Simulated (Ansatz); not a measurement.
One change: `OB(F)[SiH2]S` becomes `OBF`.

Ansatz, PBE0-D4/def2-TZVP geometries, multiplicity 1. Each molecule was computed in one conformer, which needn't be the lowest.

```csv
property,`OB(F)[SiH2]S`
size of the dipole moment (B3LYP/def2-TZVPP) / D,2.24
LUMO energy (ωB97M-V/def2-TZVPP) / eV,1.28
LUMO energy (PBE/def2-TZVPP) / eV,-1.66
HOMO energy (PBE0/def2-TZVPP) / eV,-7.31
LUMO energy (PBE0/def2-TZVPP) / eV,-0.72
HOMO–LUMO gap (PBE/def2-TZVPP) / eV,4.42
```

(1) Give the same properties after the change, and the shifts. (Best estimate.)

Results:

(1) Computed: 
```
                                        property   `OBF`  shift
size of the dipole moment (B3LYP/def2-TZVPP) / D    1.06  -1.18
           LUMO energy (ωB97M-V/def2-TZVPP) / eV    2.18   0.90
               LUMO energy (PBE/def2-TZVPP) / eV   -0.65   1.01
              HOMO energy (PBE0/def2-TZVPP) / eV  -10.43  -3.12
              LUMO energy (PBE0/def2-TZVPP) / eV    0.38   1.10
             HOMO–LUMO gap (PBE/def2-TZVPP) / eV    8.06   3.64
```

With PBE0 the HOMO falls by 3.12 eV and the LUMO rises by 1.10 eV, so the gap widens by about 4.22 eV. PBE moves the HOMO by -2.63 eV and ωB97M-V by -3.36 eV. Dipoles are sizes alone; their direction can turn.

B3LYP here is the variant with VWN-RPA as its local correlation; programs differ in this.
